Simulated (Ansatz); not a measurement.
Job for Ansatz (a quantum-chemistry and plane-wave program): R-CCSD(T)/def2-TZVPPD on AsH7Si (a complex), monomers drawn apart or pushed together. Files ending in .json are basis or fitting sets from the Basis Set Exchange. The run froze 19 orbitals, filled d shells among them.

Ansatz 0.2 input:
```yaml
crystal:
  periodic: [false, false, false]
  atoms:
    - {symbol: Si, position_ang: [0.00474387, -0.08228078, 0.19729922]}
    - {symbol: H, position_ang: [0.31397630, -0.62958426, -1.14309886]}
    - {symbol: H, position_ang: [-1.42185911, 0.30733567, 0.25608056]}
    - {symbol: H, position_ang: [0.85178177, 1.10246107, 0.45833281]}
    - {symbol: H, position_ang: [0.27391406, -1.11349795, 1.22468440]}
    - {symbol: As, position_ang: [0.16125355, 0.78393159, 6.81994974]}
    - {symbol: H, position_ang: [-0.57686201, 1.37445805, 8.01764834]}
    - {symbol: H, position_ang: [-0.67379119, -0.49075720, 6.86295618]}
    - {symbol: H, position_ang: [-0.80097453, 1.44218912, 5.83641017]}
basis:
  gaussian:
    orbitals: def2-TZVPPD.json
magnetization: {spin_polarized: false}
correlation: {method: ccsd_t, electrons: outside_noble_gas}
scf: {lower_state_search: off}
```

It printed:

```
Functional definition: HF
[...]
these checks for a lower state are left out or cut short: stability, starts, cluster_reference, orbital_swaps, neighbouring_geometries, increment
integrals: 1.02 GiB planned
1232 factors; integrals over basis functions are off by at most 6.8e-4 eV
mean field: 0.66 GiB planned
mean field evaluation 1: about -68767.1039 eV, gradient 1.3e1 eV
mean field evaluation 2: about -68767.1861 eV, gradient 1.3e1 eV
mean field evaluation 4: about -68768.3471 eV, gradient 8.1e-1 eV
mean field evaluation 8: about -68768.3482 eV, gradient 7.2e-2 eV
mean field -68768.34823279 eV, -2527.1901846944 hartree, gradient 3.2e-6 eV, S^2 0.000000; 0 other end points of the search recorded, 0 dependent functions left out
19 core orbitals not correlated
reference -68768.34823279 eV, -2527.1901846944 hartree; 8, 8 occupied and 194, 194 virtual orbitals, 1232 factors
second order -8.23094412 eV of doubles, -0.00000000 eV of singles
coupled cluster: 1.13 GiB planned
cycle   1  -9.34485670 eV  change    -1.1e0 eV  update   7.9e-2
cycle   2  -9.76004960 eV  change   -4.2e-1 eV  update   2.7e-2
cycle   3  -9.77817925 eV  change   -1.8e-2 eV  update   7.1e-3
cycle   4  -9.77476972 eV  change    3.4e-3 eV  update   2.4e-3
cycle   5  -9.77383933 eV  change    9.3e-4 eV  update   6.6e-4
cycle   6  -9.77383572 eV  change    3.6e-6 eV  update   1.8e-4
cycle   7  -9.77388907 eV  change   -5.3e-5 eV  update   6.0e-5
cycle   8  -9.77389413 eV  change   -5.1e-6 eV  update   2.0e-5
perturbative correction -0.26854511 eV, -0.0098688509 hartree
Total energy: -68778.39067203 eV, -2527.5592375296 hartree
Checks for a lower state left out: stability, starts, cluster_reference, orbital_swaps, neighbouring_geometries, increment
```

The calculation finished and met its thresholds.

Cost: about 2.9 core-minutes (a rough figure).
